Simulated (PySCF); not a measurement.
H5W, SMILES [WH5+] (connectivity only; charge and spin as stated), charge +1, multiplicity 1. Geometry: PBE-D3(BJ)/def2-TZVPD. The multiplicity is an assumed one; other spin states were not compared. The def2 effective core potentials stand for the cores of W; spin–orbit coupling is left out.

These are PBE-D3(BJ)/def2-TZVPD run with PySCF values and carry that method's errors.

Harmonic wavenumbers (cm⁻¹): 258, 312, 671, 937, 954, 1003, 1030, 2010, 2017, 2066, 2066, 2085. Rotational constants (GHz): 60.18, 50.90, 49.31; symmetry number 2.

Work out the zero-point energy and the ideal-gas rigid-rotor harmonic-oscillator thermochemistry at 298.15 K and 1 atm.

ZPE = ½ Σ hcν = ½ × 15409 cm⁻¹ = 92.17 kJ/mol. H − E(el) = 105.15 kJ/mol. Entropy in J/(mol K): translation 174.11, rotation 70.82, vibration 15.83, total 260.76. G − E(el) = 27.40 kJ/mol. Cp = 58.10 J/(mol K).
